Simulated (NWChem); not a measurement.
Species: C₂H₃ClOSi; SMILES C#C[Si@@H](O)Cl

```xyz
8

C      0.7812     2.6080    -0.2325
C      0.2994     1.5214     0.0284
Si    -0.4509    -0.0966     0.4340
O     -1.8573    -0.3205    -0.3959
Cl     0.9405    -1.5430    -0.0551
H      1.2117     3.5675    -0.4614
H     -0.7794    -0.2095     1.8685
H     -1.8438    -0.1579    -1.3444
```
Atoms are numbered in this order, from 1.

Program: NWChem. All runs use the structure optimised with PBE0/def2-SVP. B3LYP is NWChem's, with the RPA form of VWN correlation. Atomic charges in e: unrestrained fits to the electrostatic potential beside Mulliken populations; buried atoms are poorly determined by the fit.

**Question.** What does the run give for B3LYP/def2-SVP? Quantities: ESP C1; Mulliken C1; ESP C2; Mulliken C2; ESP Si3; Mulliken Si3; ESP O4; Mulliken O4; ESP Cl5; Mulliken Cl5; relative RMS misfit of the potential (%).

**Answer.** The ESP C1 is -0.23 and the Mulliken C1 is -0.20. The ESP C2 is -0.23, the Mulliken C2 comes out as 0.00 and the ESP Si3 comes out as 0.78. The Mulliken Si3 is 0.69 and the ESP O4 comes out as -0.63. The Mulliken O4 is -0.36 and the ESP Cl5 is -0.25. The Mulliken Cl5 is -0.25 and the relative RMS misfit of the potential (%) is 28.
